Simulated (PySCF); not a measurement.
**Continuum solvent and chemical shifts**

Bonds (- single, = double, # triple, : aromatic): S1=C2, C2=N3, N3-C4, C4-C5, C5-C6, C6-C7, C7-C8, C8-C9, C9-C4. C4 carries H10; C5 carries H11, H12; C6 carries H13, H14; C7 carries H15, H16; C8 carries H17, H18; C9 carries H19, H20. H11, H13, H16, H18, H19 are cis to N3 on the ring; H12, H14, H15, H17, H20 are trans to N3 on the ring.

GIAO PBE0/pcSseg-1 in PySCF 2.14.0 with density-fitted response routines on one PBE0-D3(BJ)/def2-SVP conformer, non-relativistic, equivalent nuclei averaged. Solvents enter as an IEF-PCM continuum (benzene with ε = 2.3, chloroform with ε = 4.7, dichloromethane with ε = 8.9) around the gas-phase geometry. Shifts are referred to CS2, TMS computed in the same medium.

Gas phase, δ in ppm: S1 -241.6, C2 143.1, C4 52.1, C5/C9 35.3, C7 27.8, C6/C8 22.1, H10 3.07, H11/H19 1.84, H13/H18 1.67, H16 1.66, H14/H17 1.42, H12/H20 1.34, H15 1.13. Dipole moment 3.82 D.

Problem. How does each δ change in the continuum?

Solution. 
| atoms | environment | Δδ, benzene | Δδ, chloroform | Δδ, dichloromethane |
| --- | --- | --- | --- | --- |
| S1 | thione sulfur | -6.3 | -9.7 | -11.5 |
| C2 | central carbon of a heterocumulene | -0.2 | -0.3 | -0.4 |
| C4 | sp3 CH bonded to N | +0.7 | +1.2 | +1.4 |
| C5/C9 | sp3 CH2 in a ring | +0.2 | +0.4 | +0.4 |
| C7 | sp3 CH2 in a ring | +0.2 | +0.4 | +0.4 |
| C6/C8 | sp3 CH2 in a ring | +0.4 | +0.7 | +0.9 |
| H10 | hydrogen on an sp3 CH bonded to N | +0.10 | +0.16 | +0.19 |
| H11/H19 | hydrogen on an sp3 CH2 in a ring | +0.02 | +0.02 | +0.02 |
| H13/H18 | hydrogen on an sp3 CH2 in a ring | -0.07 | -0.12 | -0.15 |
| H16 | hydrogen on an sp3 CH2 in a ring | -0.01 | -0.03 | -0.04 |
| H14/H17 | hydrogen on an sp3 CH2 in a ring | +0.04 | +0.06 | +0.07 |
| H12/H20 | hydrogen on an sp3 CH2 in a ring | +0.09 | +0.16 | +0.20 |
| H15 | hydrogen on an sp3 CH2 in a ring | +0.04 | +0.07 | +0.09 |

Changes are relative to the gas phase. The dipole moment becomes 4.46 D in benzene, 4.85 D in chloroform, 5.07 D in dichloromethane.

Problem. Which nuclei move most (in ppm), and what does the model miss?

Solution. S1 (thione sulfur, -11.5 ppm) in dichloromethane. A continuum only polarises the solute; specific hydrogen bonds, the anisotropy of aromatic solvents and changes of geometry or conformer are outside it.
